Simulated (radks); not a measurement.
Question: Species: Tl79+. Configuration: [He]. Calculated with a radial shooting solver on a logarithmic mesh with Libxc functionals: Dirac Kohn-Sham, BLYP, spin-unpolarised, spherical densities, finite nucleus; Fermi nuclear charge, rms radius 5.4759 fm. Some entries of the table are withheld. Estimate them.

orbital  occ.  eigenvalue (eV)  <r> (bohr)
1s1/2       2              (1)         (2)
2s1/2       0              (3)         (4)
2p1/2       0              (5)     0.05365
2p3/2       0              (6)     0.06214

Answer: 
(1) 1s1/2 eigenvalue (eV): -96583.62
(2) 1s1/2 <r> (bohr): 0.01624
(3) 2s1/2 eigenvalue (eV): -24648.08
(4) 2s1/2 <r> (bohr): 0.06628
(5) 2p1/2 eigenvalue (eV): -24373.89
(6) 2p3/2 eigenvalue (eV): -22083.17
